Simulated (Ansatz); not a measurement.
C₂H₈SSn (`CS[CH2][SnH3]`), relaxed with RKS PBE0-D4/def2-TZVP in Ansatz 0.2.0 from a PBE-D4/def2-SVP geometry. The force threshold is 0.005 eV/Å; the program also tests the step.

The species carries charge 0 and has multiplicity 1. Sn takes the def2 core potential.

Start:

```xyz
12

C    -1.806    1.566    0.528
S    -0.254    1.209   -0.355
C     0.055   -0.491    0.187
Sn    1.893   -1.231   -0.737
H    -2.098    2.602    0.264
H    -1.673    1.505    1.627
H    -2.620    0.879    0.216
H    -0.765   -1.176   -0.120
H     0.177   -0.555    1.290
H     1.724   -1.215   -2.455
H     3.222   -0.240   -0.258
H     2.145   -2.853   -0.188
```

```csv
step,energy (eV),largest force (eV/Å),largest move (Å)
1,-18865.5879,0.620,0.000
2,-18865.6339,0.280,0.057
3,-18865.6427,0.110,0.019
4,-18865.6431,0.052,0.010
5,-18865.6435,0.008,0.007
6,-18865.6435,0.004,0.006
```

End:

```xyz
12

C    -1.788    1.546    0.523
S    -0.258    1.192   -0.353
C     0.055   -0.486    0.181
Sn    1.869   -1.217   -0.727
H    -2.072    2.569    0.271
H    -1.646    1.476    1.603
H    -2.585    0.870    0.210
H    -0.759   -1.152   -0.115
H     0.178   -0.538    1.266
H     1.707   -1.204   -2.423
H     3.182   -0.239   -0.253
H     2.117   -2.818   -0.183
```

It took 21 s on 4 threads of an Arm Neoverse V2 on a shared host, with 0.53 GiB of host memory at the peak.
